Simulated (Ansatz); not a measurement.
Reaction (ligand exchange at the Sn–F bond): `[F][Sn][O][SiH3]` + NH₃ → `[NH2][Sn][O][SiH3]` + H–F

Gas-phase electronic energies from Ansatz, PBE0-D4/def2-TZVP geometries. CCSD(T)/CBS is the MP2 limit (def2-TZVPP, def2-QZVPP) plus CCSD(T) − MP2 in def2-TZVPP, frozen cores. This one scheme is used for every species. Functionals use def2-TZVPP. B3LYP here is the variant with VWN-RPA as its local correlation; programs differ in this. HSE06 is defined as in plane-wave codes. def2 core potentials past Kr. For Sn outer-core shells are correlated without core-valence functions, which leaves a few kJ/mol of doubt a bond. Each species was taken in one conformer, which may not be the lowest.

`[F][Sn][O][SiH3]`:

```xyz
7

F     1.408   -2.100   -0.690
Sn    1.748   -0.474   -1.702
O     0.445    0.623   -0.729
Si   -0.642    0.504    0.494
H    -1.694   -0.499    0.179
H     0.024    0.116    1.766
H    -1.289    1.830    0.681
```

NH₃:

```xyz
4

N    -0.075    0.271    0.013
H    -0.513   -0.203   -0.768
H     0.926    0.164   -0.097
H    -0.338   -0.232    0.851
```

`[NH2][Sn][O][SiH3]`:

Z-matrix (Å, degrees):
```
Si
O 1 1.623
H 1 1.489 2 110.7
H 1 1.489 2 110.7 3 -120.4
H 1 1.496 2 112.1 3 119.8
Sn 2 1.989 1 144.0 3 -119.2
N 6 2.011 2 95.2 1 -0.1
H 7 1.010 6 124.3 2 -0.1
H 7 1.008 6 124.2 2 -179.9
```

H–F:

```xyz
2

F     0.120   -0.386   -0.220
H    -0.120    0.386    0.220
```

| level | ΔE (kJ/mol) | difference from CCSD(T)/CBS |
| --- | --- | --- |
| LDA (SPW92) | 62.8 | -5.2 |
| PBE-D4 | 73.5 | 5.5 |
| revPBE-D4 | 71.7 | 3.7 |
| BLYP-D4 | 78.7 | 10.7 |
| r2SCAN-D4 | 76.5 | 8.5 |
| B97M-V | 85.1 | 17.1 |
| PBE0-D4 | 69.3 | 1.3 |
| B3LYP-D4 | 75.7 | 7.7 |
| r2SCANh-D4 | 74.3 | 6.3 |
| HSE06-D4 | 69.0 | 1.0 |
| BHLYP-D4 | 74.2 | 6.2 |
| CAM-B3LYP-D4 | 78.3 | 10.3 |
| ωB97X-V | 78.5 | 10.5 |
| ωB97M-V | 75.1 | 7.1 |
| B2PLYP | 76.4 | 8.4 |
| PBE-QIDH | 66.7 | -1.3 |
| PBE | 77.9 | 9.9 |
| revPBE | 82.4 | 14.4 |
| BLYP | 88.0 | 20.0 |
| r2SCAN | 77.6 | 9.6 |
| PBE0 | 73.1 | 5.1 |
| B3LYP | 82.9 | 14.9 |
| r2SCANh | 75.6 | 7.6 |
| r2SCAN0 | 72.8 | 4.8 |
| HSE06 | 72.6 | 4.6 |
| CAM-B3LYP | 82.4 | 14.4 |
| LC-ωPBE | 79.5 | 11.5 |
| RPA@PBE/def2-TZVPP | 65.6 | -2.4 |
| HF/def2-SVP | 86.0 | 18.0 |
| MP2/def2-SVP | 73.7 | 5.7 |
| CCSD/def2-SVP | 76.7 | 8.7 |
| CCSD(T)/def2-SVP | 74.4 | 6.4 |
| HF/def2-TZVPP | 81.7 | 13.7 |
| MP2/def2-TZVPP | 61.8 | -6.2 |
| SCS-MP2/def2-TZVPP | 67.9 | -0.1 |
| CCSD/def2-TZVPP | 66.5 | -1.5 |
| HF/def2-QZVPP | 84.5 | 16.5 |
| MP2/def2-QZVPP | 64.9 | -3.1 |
| MP2/CBS(def2) | 65.5 | -2.5 |
| CCSD/CBS(def2) | 70.1 | 2.1 |
| CCSD(T)/CBS | 68.0 | 0 |

Largest T1 diagnostic among the species: 0.016.

In def2-TZVPP, CCSD(T) changes the Hartree–Fock value by −17.4 kJ/mol (the triples alone add −2.2 kJ/mol) and MP2 by −19.9 kJ/mol. Leaving LDA and LC-ωPBE aside and taking each functional with its dispersion term where it has one, the values spread over 18.3 kJ/mol, from PBE-QIDH to B97M-V. LDA lies −15.1 kJ/mol from PBE without D4.
